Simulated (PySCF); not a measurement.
Spinor energies of O⁴⁺ (oxygen, charge +4)

Start: [He] 2s2. Calculated with PySCF 2.14 in x2c-TZVPPall-2c (5s3p2d1f, 31 functions): generalised Hartree-Fock with the X2C-1e Hamiltonian and a Gaussian nucleus; one run each with spin-orbit coupling (SO) switched off, then screened by Boettger's factors.

| spinor shell | electrons | ε, spin-free (eV) | ε, screened SO (eV) | weight of nominal j (screened SO) | rms radius, screened SO (bohr) |
| --- | --- | --- | --- | --- | --- |
| 1s1/2 | 2 | -669.75 | -669.75 | 1.000 | 0.228 |
| 2s1/2 | 2 | -111.39 | -111.39 | 1.000 | 1.01 |

```json
{"quantity": "E (hartree)", "spin-free": "-68.30820", "screened SO": "-68.30820"}
{"quantity": "M_J", "spin-free": "0", "screened SO": "0"}
{"quantity": "⟨J²⟩", "spin-free": "0.000", "screened SO": "0.000"}
{"quantity": "⟨L²⟩", "spin-free": "0.000", "screened SO": "0.000"}
{"quantity": "⟨S²⟩", "spin-free": "0.000", "screened SO": "0.000"}
```

Without spin-orbit coupling the j labels of p, d and f shells carry no meaning; the spin-free column gives the mean over the occupied spinors of each nl shell.
